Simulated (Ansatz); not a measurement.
`C=C(C)B(F)Cl` + `N=C=O` → `O=C=NB(F)Cl` + propene  (ligand exchange at a B–C bond)

Isolated molecules relaxed with PBE0-D4/def2-TZVP in Ansatz; ΔE leaves out vibrations. CCSD(T)/CBS adds triple-zeta CCSD(T) − MP2 to the extrapolated MP2 energy (def2 sets, frozen cores). This one scheme is used for every species. Functionals use def2-TZVPP. Each species was taken in one conformer, which may not be the lowest.

`C=C(C)B(F)Cl`:

Cartesian coordinates in Å:
```
C -1.051 0.015 1.083
C -0.098 0.043 0.145
C -0.044 -0.958 -0.967
B 0.964 1.165 0.251
F 0.929 2.057 1.226
Cl 2.274 1.321 -0.912
H -1.834 -0.739 1.082
H -1.079 0.746 1.883
H 0.901 -1.507 -0.954
H -0.099 -0.466 -1.941
H -0.862 -1.677 -0.896
```

`N=C=O`:

```xyz
4

N    -0.441    0.502    0.373
C     0.020   -0.386   -0.303
O     0.329   -1.273   -0.986
H     0.093    1.157    0.916
```

`O=C=NB(F)Cl`:

```xyz
6

O     1.800   -1.637   -0.935
C     0.997   -0.833   -0.724
N     0.168    0.030   -0.595
B    -0.700    0.650    0.328
F    -1.466    1.637   -0.078
Cl   -0.799    0.152    2.004
```

`C=CC`:

Cartesian coordinates in Å:
```
C -0.665 -1.028 -0.648
C -0.160 0.187 -0.485
C 0.570 0.655 0.726
H -0.574 -1.787 0.123
H -1.187 -1.308 -1.556
H -0.277 0.914 -1.287
H 1.583 0.981 0.472
H 0.069 1.517 1.177
H 0.642 -0.132 1.478
```

| level | ΔE (eV) |
| --- | --- |
| r2SCANh-D4 | -0.79 |
| CAM-B3LYP-D4 | -0.83 |
| BLYP | -0.85 |
| HF/CBS(def2) | -0.96 |

What does CCSD(T)/CBS give? (Estimate.)

Ansatz gave: -0.75 eV. The listed levels differ from it by -0.04, -0.08, -0.10, -0.21 eV.

Largest T1 diagnostic among the species: 0.018.

In def2-TZVPP, CCSD(T) changes the Hartree–Fock value by +0.19 eV (the triples alone add +0.03 eV) and MP2 by +0.18 eV. From BLYP to BHLYP (50 % exact exchange), in def2-TZVPP and without D4, ΔE moves by −0.04 eV. The D4 term adds +0.05 eV with B3LYP and +0.03 eV with PBE0; it sums over pairs of atoms, weighted by their polarisabilities, and B3LYP, whose exchange is more repulsive, gets the larger term.

B3LYP here is the variant with VWN-RPA as its local correlation; programs differ in this.
